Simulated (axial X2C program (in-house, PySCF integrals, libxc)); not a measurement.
## Nuclear properties of InSi⁻

Computed with an in-house all-electron X2C program for linear molecules (integrals from PySCF): two-component X2C with atomic mean-field Coulomb and Gaunt terms, Gaussian nuclei, basis In dyall-acv3z, Si dyall-av3z with contracted cores.

R = 2.613 Å (near the PBE0 minimum at charge -1 of the determinant lowest at the starting distance; the state shown can have its own minimum elsewhere).

Input and command:
```json
{"zs": [49, 14], "q": -1, "bas": ["dyall-acv3z", "dyall-av3z"], "r0": 2.58, "levels": ["PBE0", "HF", "PBE", "BHandHLYP", "LDA"], "nst": 3}
```
```bash
python soeom.py task.json out
```

Keys: zs atomic numbers; q charge; bas basis sets; r0 starting distance in Å; levels methods; nst determinants followed.

Determinant lowest in the PBE0 search, Ω = 1 (⟨Sz⟩ = 0.99, ⟨Lz⟩ = 0.01 at PBE0), spin on the atoms In 0.22, Si 0.77:

| level | Eeff magnitude (GV/cm) | Ws magnitude In (kHz) | A∥/gI In (MHz) | qzz In (a.u.) | A∥/gI Si (MHz) | qzz Si (a.u.) |
| --- | --- | --- | --- | --- | --- | --- |
| PBE0 | 0.994 | 0.645 | -125 | -5.64 | -107 | -1.15 |
| HF | 6.8 | 3.91 | 124 | -6.07 | -106 | -0.89 |
| PBE | 0.748 | 0.501 | -127 | -5.19 | -105 | -1.16 |
| BHandHLYP | 1.98 | 1.2 | -21.5 | -5.66 | -96.1 | -1.09 |
| LDA | 0.889 | 0.588 | -132 | -5.17 | -81.4 | -1.21 |

Determinant 0.13 eV from it at PBE0 and this distance, Ω = 2 (⟨Sz⟩ = 1.00, ⟨Lz⟩ = 1.00 at PBE0), spin on the atoms In 0.11, Si 0.89:

| level | Eeff magnitude (GV/cm) | Ws magnitude In (kHz) | A∥/gI In (MHz) | qzz In (a.u.) | A∥/gI Si (MHz) | qzz Si (a.u.) |
| --- | --- | --- | --- | --- | --- | --- |
| PBE0 | 3.45 | 1.05 | 96.4 | -1.53 | 17.1 | 0.09 |
| HF | 4.12 | 1.26 | 96.8 | -1.70 | -48 | 0.09 |
| PBE | 3.26 | 0.994 | 117 | -1.30 | 36 | 0.09 |
| BHandHLYP | 2.89 | 0.9 | 80.8 | -1.72 | 23.5 | 0.07 |
| LDA | 3.1 | 0.946 | 141 | -1.26 | 61.6 | 0.07 |

Eeff is the effective electric field on the electron electric dipole moment in this Ω state and Ws the scalar–pseudoscalar constant of the nucleus named (defined with the proton number Z and per Ω); A∥ (defined per Ω) follows by multiplying with gI = μI/(I μN); qzz is the electric field gradient, eQq0 = 234.96 MHz × Q/barn × qzz. The operators were transformed with the bare-nucleus X2C matrices; with these basis sets, hyperfine constants and field gradients can be off by tens of per cent, and where levels differ in sign neither size nor sign is settled.

**Question.** With Q(115In) = 0.772 barn, gI(29Si) = -1.1106 (g factors from the IAEA table of nuclear moments by Stone; Q from Pyykkö, Mol. Phys. 2018), turn the PBE0 values of the first state into constants in MHz.

**Answer.** eQq0(115In) = 234.96 × (0.772) × (-5.64) = -1020 MHz; A∥(29Si) = -107 × -1.1106 = 119 MHz.

Each state is one determinant with collinear spin, which with several unpaired electrons need not be a pure state. Unrestricted Hartree–Fock can overshoot spin polarisation at the nuclei. For an anion, determinants above electron detachment, or with a positive highest level, are held by the basis set. With several open shells hyperfine constants can be off by a factor of several. Where Eeff spreads by more than a factor of two the levels disagree and none is to be relied on. Open-shell Ω = 0 determinants with evenly filled partner blocks cannot be reached by this program, so the Ω shown need not be the lowest component. At LDA a later determinant lies lower. States lie within half an eV, so the first need not be the ground state. Further determinants of the search, some of them spin-mixed, are not shown. Where a field gradient or hyperfine factor spreads by more than a factor of two over the levels, a constant derived from it is not to be relied on. PBE0 term energies can be off by some tenths of an eV.
